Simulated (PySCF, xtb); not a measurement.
CH5O, SMILES C[OH2+], charge +1.

GFN2-xTB in xtb 6.7.1 at its own geometry gives an orbital gap of 10.36 eV.

Geometry optimised at B3LYP-D3(BJ)/def2-TZVP. The isomer is the one that the SMILES or the coordinates give; other isomers of the formula were not compared.

What does PBE/def2-TZVPD (PySCF) give? (An estimate is asked for; the answer gives what the named calculation found.)

gap 8.17 eV (levels -15.66 and -7.49 eV).
